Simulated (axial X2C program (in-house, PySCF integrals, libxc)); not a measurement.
# Photoelectron levels of MgAu⁻ by EOM-IP-CCSD

Computed with an in-house all-electron X2C program for linear molecules (integrals from PySCF): two-component X2C with atomic mean-field Coulomb and Gaunt terms, Gaussian nuclei, basis Au dyall-acv3z, Mg dyall-acv3z with contracted cores.

R = 2.433 Å (0.920 times 2.645 Å, the PBE0 minimum at charge -1 for the lowest determinant).

Vertical detachment energies of MgAu⁻ to the states of MgAu:

```
Ω of MgAu  vertical detachment energy (eV)  above lowest (cm⁻¹)                   ionised spinor  one-hole weight
      1/2                            1.355                    0  34% Mg pσ, 30% Mg sσ, 24% Au pσ             0.94
      1/2                            4.365                24277  51% Au sσ, 25% Mg sσ, 10% Mg pσ             0.80
      5/2                            5.456                33075                        99% Au dδ             0.89
```

This point took 14 s on 1 thread of Intel(R) Xeon(R) Platinum 8488C (Sapphire Rapids), on a shared host.

Reference electrons by ω block (each with its −ω partner): 1/2: 27, 3/2: 13, 5/2: 5, 7/2: 1. 14 electrons of MgAu⁻ correlated (inner shells frozen), 92 natural virtual spinors (a truncated set); levels can be off by some tenths of an eV. Roots sought by Ω: (1/2: 4, 3/2: 3, 5/2: 1); the list ends where they run out and leaves out roots under 60 % one-particle weight. The solver can skip a root, and states that need a further excitation, which the method places far too high, are missing though they may lie low or lowest. T1 of the reference 0.025 (Lee–Taylor). Number of frozen shells: Au 5 s, 4 p, 2 d, 1 f; Mg 2 s, 1 p.
